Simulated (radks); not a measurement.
Results of a calculation; reference values are marked as such.
Neutral calcium inside a hard spherical wall (all orbitals vanish at R), configuration held at [Ar] 4s2 and not refilled when levels cross. Code: a radial shooting solver on a logarithmic mesh with Libxc functionals. Model: non-relativistic Kohn-Sham, PBE, spin-polarised, spherical densities, point nucleus. Eigenvalues in eV for spin up, with the zero of energy where the potential of the charges vanishes at infinity; a dash marks a level that is unbound or too diffuse for the functional's potential to be trusted. A positive occupied level is held by the wall or, in an anion where self-interaction has pushed it up, behind a barrier. The pressure on the wall is -dE/dV.

R (bohr)  E (hartree)  kinetic (hartree)    e(2p)    e(3s)    e(3p)   e(4s)  e(3d, empty)  e(4p, empty)  pressure (GPa)
free       -677.34882            676.672  -334.46  -46.686  -28.059  -3.753        -2.069        -1.418               0
15         -677.34880            676.672  -334.45  -46.684  -28.056  -3.752        -2.066        -1.409        0.000172
10         -677.34642            676.692  -334.27  -46.511  -27.886  -3.626        -1.913        -1.138          0.0538
8          -677.33304            676.770  -333.70  -45.966  -27.348  -3.175        -1.431        -0.384           0.535
7          -677.30912            676.883  -333.02  -45.327  -26.720  -2.548        -0.854         0.572            1.75
4          -676.62793            679.106  -325.78  -39.210  -20.780   9.357         5.670        16.123             116
2.5        -672.05207            693.070  -300.10  -21.968   -2.771  67.973        27.580        80.393            3260
1.5        -639.23156            774.949  -208.41   63.451   87.504  357.94        117.55        362.29           94700
